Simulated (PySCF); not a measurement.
# Potential energy of CaIn along the bond

Set-up: basis Ca def2-SVPD, In def2-SVPD with ECP28; scalar-relativistic core potentials; PySCF 2.14. Energies in eV from Ca + In in their ground configurations at the same level. State: ²Π (doublet), unpaired electrons π ↑.

```csv
R (Å),B97-3
2.823,-0.1029
2.955,-0.2976
3.086,-0.4095
3.184,-0.4542
3.283,-0.4744
3.381,-0.4763
3.513,-0.4593
3.677,-0.4190
3.874,-0.3585
4.137,-0.2772
```

Q: Put a parabola through the three lowest points of the B97-3 curve and estimate Re, k and ωe (reduced mass 29.65 u; 1 eV/Å² = 0.16022 mdyn/Å; ωe = 1302.8·√(k/μ) cm⁻¹).

A: Through R = 3.283, 3.381, 3.513 Å the second-order coefficient is 0.644 eV/Å², so Re ≈ 3.347 Å, k ≈ 0.206 mdyn/Å and ωe ≈ 109 cm⁻¹. A polynomial fit of higher order to the unrounded B97-3 energies gives Re = 3.344 Å, k = 0.245 mdyn/Å, ωe = 118 cm⁻¹; anharmonicity and rounding make the difference.

The higher-order fit for each curve: B97-3: Re = 3.344 Å, ωe = 118 cm⁻¹, De = 0.477 eV.

Spin–orbit coupling is left out, which matters for elements this heavy, above all for dissociation energies. The state was picked by a PBE0 search and need not be the measured ground state.
